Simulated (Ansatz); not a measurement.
Geometry optimisation, RKS PBE-D4/def2-SVP (Ansatz 0.2.0).

The input (input.yaml):

```yaml
crystal:
  periodic: [false, false, false]
  atoms:
    - { symbol: O, position_ang: [-1.52317, 0.21129, 0.88668] }
    - { symbol: Si, position_ang: [-0.19974, 0.02827, 0.11698] }
    - { symbol: O, position_ang: [1.2012, -0.0633, 1.04753] }
    - { symbol: O, position_ang: [0.19639, 1.23812, -0.98591] }
    - { symbol: O, position_ang: [-0.07242, -1.35815, -0.83066] }
    - { symbol: H, position_ang: [1.23991, 0.67453, 1.64576] }
    - { symbol: H, position_ang: [-0.53983, 1.39066, -1.56759] }
    - { symbol: H, position_ang: [-0.66238, -1.29296, -1.57321] }
total_charge: -1
basis:
  gaussian: { orbitals: def2-SVP }
hamiltonian:
  xc: pbe
  dispersion: d4
relax:
  f_tol: 0.015
  max_steps: 40
```

Command:

```bash
$ ansatz run input.yaml --threads 1 --pin off --max-ram 2048MiB --backend cpu --events-out ev --progress --plain --runs-dir out
```

Where does it end, and by what steps?

The forces met the threshold. Limits of this set-up: an anion without diffuse functions, the dipole of an ion depends on the origin. After 22 steps the energy has fallen by 0.378 eV; O4 moved furthest, 0.48 Å.

```tsv
step	energy less start (eV)	largest force component (eV/Å)	accepted
0	0.0000	1.723	yes
1	-0.1472	0.850	yes
2	-0.2192	1.081	yes
3	-0.2324	2.080	yes
4	-0.2471	1.823	yes
5	-0.3362	0.136	yes
6	-0.3476	0.429	yes
7	-0.3524	0.170	yes
8	-0.3502	0.375	no
9	-0.3557	0.053	yes
10	-0.3573	0.029	yes
11	-0.3418	0.992	no
12	-0.3585	0.157	yes
13	-0.3609	0.185	yes
14	-0.3640	0.138	yes
15	-0.3677	0.179	yes
16	-0.3688	0.449	yes
17	-0.3717	0.225	yes
18	-0.3682	0.399	no
19	-0.3735	0.255	yes
20	-0.3765	0.132	yes
21	-0.3773	0.125	yes
22	-0.3778	0.009	yes
```

```xyz
8
Properties=species:S:1:pos:R:3
O -1.429 0.510 0.902
Si -0.188 0.024 0.052
O 1.292 0.024 0.934
O 0.056 0.996 -1.373
O -0.137 -1.529 -0.688
H 1.025 0.452 1.768
H -0.619 1.687 -1.240
H -0.360 -1.335 -1.616
```

Whether the end is a true minimum wasn't checked by a vibrational analysis.

Run time: 45 s on 1 CPU thread of a shared host.
